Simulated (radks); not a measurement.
Values are calculated unless marked as measured or tabulated.
Initial-state core-level shifts of neutral aluminium when its valence configuration changes from [Ne] 3s2 3p1. Code: a radial shooting solver on a logarithmic mesh with Libxc functionals. Model: Dirac Kohn-Sham, BLYP, spin-unpolarised, spherical densities, finite nucleus; open shells fill j = l - 1/2 first; Fermi nuclear charge, rms radius 3.061 fm. Shifts are changes of the shell-averaged eigenvalues in eV (positive: less bound); the change of the density at the nucleus, which sets a Mossbauer isomer shift, is in e/bohr^3, on a base of 1504.

valence	1s	2s	2p	density at nucleus
3p3	-3.480	-3.395	-3.369	-6.2624
3s1 3p2	-1.820	-1.773	-1.761	-2.9436
3s1.5 3p1.5	-0.937	-0.912	-0.906	-1.4194
3s0.5 3p2.5	-2.668	-2.601	-2.582	-4.5610
